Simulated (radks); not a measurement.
Excited configurations of Cl2+: one electron is placed in a higher orbital outside [Ne] 3s2 3p2. The ground configuration is [Ne] 3s2 3p3. Method: scalar-relativistic Kohn-Sham, PBEsol, spin-polarised, spherical densities, point nucleus; open shells are filled with parallel spins first; computed with a radial shooting solver on a logarithmic mesh with Libxc functionals. Excitation = E - E(ground); binding = E(ion) - E, where the ion is the core of charge +3; n* = 3/sqrt(2 binding) in atomic units, and the quantum defect is n - n*.

outer orbital	excitation (eV)	binding (eV)	n*	quantum defect	eigenvalue (eV)	<r> (bohr)
4s	21.423	18.143	2.598	1.402	-15.511	3.490
4p	24.752	14.813	2.875	1.125	-12.560	3.980
4d	29.145	10.420	3.428	0.572	-8.684	5.090
4f	31.523	8.043	3.902	0.098	-6.453	5.600
6s	33.531	6.035	4.505	1.495	-5.255	10.49
6p	34.192	5.373	4.774	1.226	-4.660	11.50

The Delta-SCF ionisation energy is 39.566 eV (NIST Atomic Spectra Database: 39.8 eV, semi-empirical). Self-interaction in the functional shifts the binding energies and quantum defects, so they are the method's values and not measured ones. Open shells are spherical and high-spin; term and fine-structure splittings are not resolved.
